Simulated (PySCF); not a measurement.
Methane selenol, CH₄Se.
Numbering: `[CH3:1][SeH:2]` (hydrogens: H3, H4, H5 on C1; H6 on Se2)

Method used: PBE0-D3(BJ)/def2-SVP geometry optimisation, gas phase (PySCF).

(1) Give the optimised bond lengths and angles.

Answers

(1) 
```json
{"bond": "C1–Se2", "length (bohr)": "3.680"}
{"bond": "C1–H3, C1–H4, C1–H5", "length (bohr)": "2.074"}
{"bond": "Se2–H6", "length (bohr)": "2.779"}
```

Bonds in one row agree within 0.02 bohr and their mean is given. A selection of angles:
```json
{"angle": "Se2–C1–H3", "degrees": "111.1"}
{"angle": "Se2–C1–H4", "degrees": "106.1"}
{"angle": "H3–C1–H4", "degrees": "108.9"}
{"angle": "H3–C1–H5", "degrees": "110.5"}
{"angle": "C1–Se2–H6", "degrees": "95.3"}
```

Point group: Cs (every atom within 0.08 Å of its image). Not checked by PBE0-D3(BJ)/def2-SVP frequencies.
